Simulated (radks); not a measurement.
Coulomb parameter of the 3d shell of the chromium ion Cr3+ in the model configuration [Ar] 3d2 4p1, as a second difference U = [E(n + 0.25) + E(n - 0.25) - 2 E(n)] / (0.25)^2 with all orbitals relaxed. "Bare": the charge of the atom changes with n. "Screened": the 4p shell takes up the change at fixed total charge, which measures U(3d,3d) + U(4p,4p) - 2 U(3d,4p). Method: Dirac Kohn-Sham, PBE, spin-unpolarised, spherical densities, finite nucleus; open shells are shared between the two j in proportion to 2j + 1; Fermi nuclear charge, rms radius 3.6452 fm; computed with a radial shooting solver on a logarithmic mesh with Libxc functionals.

case                 configuration  E - E(n) (eV)
start                 [Ar] 3d2 4p1          0.000
bare +0.25         [Ar] 3d2.25 4p1        -11.185
bare -0.25         [Ar] 3d1.75 4p1         12.353
screened +0.25  [Ar] 3d2.25 4p0.75         -5.218
screened -0.25  [Ar] 3d1.75 4p1.25          5.564

U(bare) = 18.686 eV, U(screened by 4p) = 5.524 eV.
